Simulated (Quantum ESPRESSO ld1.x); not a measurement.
Values are calculated unless marked as measured or tabulated.
Species: Hf55+. Configuration: [Ne] 3s2 3p5 (the NIST ground configuration). Level of theory: Dirac Kohn-Sham, revPBE, spin-unpolarised, spherical densities, point nucleus; open shells are shared between the two j in proportion to 2j + 1 (ld1.x of Quantum ESPRESSO 7.5).

Spin-orbit splittings of the eigenvalues, e(l+1/2) - e(l-1/2), with zeta = 2 splitting/(2l+1) and mean radii in bohr:

shell  occ.  splitting (eV)  zeta (eV)  <r> j=l-1/2  <r> j=l+1/2
2p        6            1215      809.8      0.06545      0.07293
3p        5           312.8      208.5       0.1819       0.1933
3d        0           73.77      29.51       0.1660       0.1696
